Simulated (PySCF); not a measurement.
Excitations are Tamm–Dancoff values on a coarser integration grid. The basis has no diffuse functions, so Rydberg states are missing or too high.

Cl3In, SMILES `[Cl][In]([Cl])[Cl]` (charge 0, multiplicity 1)

Computed with ωB97X-D3(BJ)/def2-TZVP // B3LYP-D3(BJ)/def2-TZVP (PySCF).

- HOMO = -11.97 eV
- dipole moment = 0.00 D
- HOMO–LUMO gap = 10.94 eV
- LUMO = -1.03 eV
- S1 excitation (TDA) = 5.71 eV
- S1 oscillator strength = 0.000
- brightest of the four lowest singlets (TDA) = 5.90 eV
- T1 excitation (TDA) = 5.32 eV
- S1–T1 gap (TDA) = 0.40 eV
- total energy = -1571.0235 Ha
- cost = about 50 core-seconds (a rough figure)

```xyz
4

Cl    -0.1459     2.2979    -0.2234
In     0.0000     0.0001     0.0127
Cl    -1.8365    -1.2079     0.7374
Cl     1.9823    -1.0901    -0.4760
```
Charge 0, spin multiplicity 1.
